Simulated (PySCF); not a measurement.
## How methods differ on the excitation energy of I⁺

I⁺ [Kr] 4d10 5s2 5p4 (3P) → I⁺ [Kr] 4d10 5s1 5p4 5d1 (high-spin determinant), as a difference of total energies. Computed with PySCF 2.14 in aug-cc-pVDZ-PP with ECP28MDF, with a scalar-relativistic core potential. Correlated levels: valence: 4s2 4p6 4d10 frozen. The calculations carry no spin-orbit coupling.

| method | excitation energy (eV) |
| --- | --- |
| UHF | 20.377 |
| LDA | 21.717 |
| PBE | 21.208 |
| PBE0 | 21.213 |
| r2SCAN | 21.187 |
| B3LYP | 21.590 |
| M06 | 21.563 |
| revPBE | 21.037 |
| TPSSh | 21.177 |
| MP2 (valence) | 20.667 |
| SCS-MP2 (valence) | 20.643 |

Q: How much does correlation contribute at MP2 (valence)?

A: 20.667 − (20.377) = 0.290 eV, measured against UHF.

The upper state lies above the first ionisation limit, where it may autoionise and the basis confines it.

The promoted electron is Rydberg-like, and one or two diffuse shells describe it only roughly, which tends to raise the upper state.

The determinant of the upper state mixes LS terms, which raises its energy above the lowest term, most at the Hartree-Fock and MP2 levels.
